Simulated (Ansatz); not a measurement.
Bond stretch in BH, singlet.

Computed with: RHF/cc-pVTZ (Ansatz, a first-principles code); RMP2 = MP2 on RHF/cc-pVTZ, frozen core run with Ansatz; UHF/cc-pVTZ (Ansatz); UCCSD = CCSD on UHF/cc-pVTZ, frozen core run with Ansatz; UCCSD(T) = Ansatz with CCSD(T) on UHF/cc-pVTZ, frozen core; RKS-B3LYP = restricted B3LYP/cc-pVTZ in Ansatz; UKS-B3LYP = unrestricted B3LYP/cc-pVTZ in Ansatz; RKS-CAM-B3LYP = restricted CAM-B3LYP/cc-pVTZ run with Ansatz; UKS-CAM-B3LYP = Ansatz with unrestricted CAM-B3LYP/cc-pVTZ; RKS-PBE = restricted PBE/cc-pVTZ (Ansatz); UKS-PBE = unrestricted PBE/cc-pVTZ run with Ansatz; FCI = full CI/cc-pVTZ, frozen core (Ansatz).

All curves are set to zero at 1.24 Å and compared with full CI in the same basis at 1.24, 1.26, 1.32, 1.38, 1.44, 1.54, 1.64, 1.87, 2.05, 2.21, 2.49, 2.78, 3.05, 3.35, 3.79, 4.35, 4.97 Å.

**Question.** Which method stays most parallel to full CI over these points, and which least?

**Answer.** UKS-PBE has the smallest spread and RHF the largest. In order (mEh): UKS-PBE 4.42, UCCSD(T) 4.78, UKS-B3LYP 5.21, UCCSD 7.05, UKS-CAM-B3LYP 9.92, UHF 43.69, RKS-PBE 45.59, RMP2 58.88, RKS-B3LYP 61.35, RKS-CAM-B3LYP 91.48, RHF 128.96.

Errors against full CI at some of the points (mEh):

```json
[
 {"method": "UKS-PBE", "1.54 Å": "-2.7", "1.87 Å": "-4.4", "2.49 Å": "-0.5", "3.05 Å": "-1.6", "4.97 Å": "-3.1"},
 {"method": "UCCSD(T)", "1.54 Å": "0.0", "1.87 Å": "0.1", "2.49 Å": "3.4", "3.05 Å": "3.8", "4.97 Å": "-0.2"},
 {"method": "UKS-B3LYP", "1.54 Å": "0.4", "1.87 Å": "1.6", "2.49 Å": "5.2", "3.05 Å": "1.4", "4.97 Å": "0.6"},
 {"method": "UCCSD", "1.54 Å": "0.4", "1.87 Å": "1.3", "2.49 Å": "6.0", "3.05 Å": "3.7", "4.97 Å": "-1.0"},
 {"method": "UKS-CAM-B3LYP", "1.54 Å": "1.6", "1.87 Å": "4.8", "2.49 Å": "7.7", "3.05 Å": "1.8", "4.97 Å": "-0.3"},
 {"method": "UHF", "1.54 Å": "6.6", "1.87 Å": "15.4", "2.49 Å": "-4.4", "3.05 Å": "-20.7", "4.97 Å": "-28.3"},
 {"method": "RKS-PBE", "1.54 Å": "-3.1", "1.87 Å": "-4.9", "2.49 Å": "-0.6", "3.05 Å": "11.0", "4.97 Å": "40.7"},
 {"method": "RMP2", "1.54 Å": "2.7", "1.87 Å": "7.4", "2.49 Å": "21.7", "3.05 Å": "39.4", "4.97 Å": "50.4"},
 {"method": "RKS-B3LYP", "1.54 Å": "0.4", "1.87 Å": "1.6", "2.49 Å": "9.7", "3.05 Å": "24.1", "4.97 Å": "61.4"},
 {"method": "RKS-CAM-B3LYP", "1.54 Å": "1.5", "1.87 Å": "4.7", "2.49 Å": "17.8", "3.05 Å": "37.6", "4.97 Å": "91.5"},
 {"method": "RHF", "1.54 Å": "4.3", "1.87 Å": "11.5", "2.49 Å": "31.4", "3.05 Å": "57.0", "4.97 Å": "129.0"}
]
```

The restricted form behind RHF, RMP2, RKS-B3LYP, RKS-CAM-B3LYP, RKS-PBE keeps the bonding electrons paired and can't separate into open-shell fragments. The T1 diagnostic of CCSD on the restricted reference of RMP2 exceeds 0.045 at 2.49 to 4.97 Å. The unrestricted determinant behind UHF, UCCSD, UCCSD(T) is spin-contaminated at 0.98 to 4.97 Å (<S²> up to 1.0, against 0.00 for a pure singlet). The unrestricted determinant behind UKS-B3LYP is spin-contaminated at 0.98 to 1.26, 2.49 to 4.97 Å (<S²> up to 1.0, against 0.00 for a pure singlet). The unrestricted determinant behind UKS-CAM-B3LYP is spin-contaminated at 0.98 to 1.32, 2.21 to 4.97 Å (<S²> up to 1.0, against 0.00 for a pure singlet). The unrestricted determinant behind UKS-PBE is spin-contaminated at 0.98 to 1.44, 2.49 to 4.97 Å (<S²> up to 1.0, against 0.00 for a pure singlet).
